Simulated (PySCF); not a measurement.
**Correlation energy of Zr(28+) (zirconium, charge +28)**

Starting occupation: [Ne] 3s2. Calculation: PySCF 2.14, in an uncontracted even-tempered set (18 s from 1.4 bohr⁻², ratio 2.6; 13 p from 1.9 bohr⁻², ratio 2.6; 6 d from 1.9 bohr⁻², ratio 2.8; 4 f from 29 bohr⁻², ratio 2.8); X2C-1e with screened-nucleus spin-orbit coupling, Gaussian nucleus. Frozen: 1s2; 10 electrons correlated; the 48 highest virtual spinors left out.

MP2 pair energies summed by pair of shells (mhartree):

```csv
pair,energy,share (%)
2p1/2-2p3/2,-96.84,22.0
3s1/2-3s1/2,-94.22,21.4
2p3/2-2p3/2,-92.85,21.1
2p3/2-2s1/2,-39.90,9.1
2p3/2-3s1/2,-37.14,8.4
2p1/2-2p1/2,-22.56,5.1
2p1/2-2s1/2,-20.22,4.6
2p1/2-3s1/2,-17.69,4.0
2s1/2-2s1/2,-10.62,2.4
2s1/2-3s1/2,-8.54,1.9
```

Total MP2 correlation energy: -440.57 mhartree.

The virtual space was cut to 56 spinors, which keep -386.54 of the -440.57 mhartree of MP2 correlation.

| level | correlation energy (mhartree) |
| --- | --- |
| CCSD | -415.89 |
| (T) | -1.12 |
| CCSD(T) | -417.01 |

Diagnostics: T1 = 0.00033, largest double amplitude 0.087.

Cost of the coupled-cluster step: about 50 core-seconds, for 10 occupied and 56 virtual spinors.

The coupled-cluster values are those of the cut space; adding the MP2 remainder, -54.03 mhartree, estimates the full space.

At this charge the one-electron X2C treatment keeps the bare 1/r₁₂, with no two-electron picture change or Breit term. The effect here is smaller than on the frozen 1s shell.
